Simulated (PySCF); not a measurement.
C2H6N2OSi, SMILES O=C=N[SiH2]NC. Atoms are numbered in the order given.

```xyz
12

C     -2.4340     0.8946    -0.1857
N     -1.7743    -0.1529     0.5758
Si    -0.4310    -1.0727     0.0274
N      1.0582    -0.1791    -0.0810
C      2.0437     0.4986    -0.1546
O      3.0114     1.1591    -0.2256
H     -3.5120     0.9382     0.0452
H     -2.0107     1.9032    -0.0142
H     -2.3440     0.6833    -1.2635
H     -1.9163    -0.0822     1.5792
H     -0.2088    -2.1710     1.0004
H     -0.7097    -1.5609    -1.3471
```

Geometry: B3LYP-D3(BJ)/def2-SVP. The structure was generated by enumeration, and PubChem lists no compound with its InChIKey, so it may never have been made. One conformer was computed; it need not be the lowest.

All values below come from PBE/def2-TZVP run with PySCF.

ESP charges are fitted to the potential on shells at 1.4 to 2.0 van der Waals radii. Atomic charges (e):

```tsv
atom	ESP fit	Löwdin
C1	-0.24	-0.36
N2	-0.45	-0.11
Si3	0.18	0.12
N4	-0.26	0.07
C5	0.46	-0.38
O6	-0.35	0.19
H7	0.10	0.11
H8	0.11	0.11
H9	0.14	0.12
H10	0.33	0.17
H11	-0.03	-0.03
H12	0.00	-0.02
```

Computed Mayer and Wiberg (Löwdin basis) orders of the bonds:
```
bond     Mayer  Wiberg
-------  -----  ------
C1–N2     0.98    1.42
N2–Si3    1.29    1.48
Si3–N4    1.05    1.29
N4–C5     2.06    2.50
C5–O6     2.11    2.82
C1–H7     0.96    0.93
C1–H8     0.96    0.93
C1–H9     0.96    0.91
N2–H10    0.91    0.89
Si3–H11   0.93    0.91
Si3–H12   0.93    0.91
```
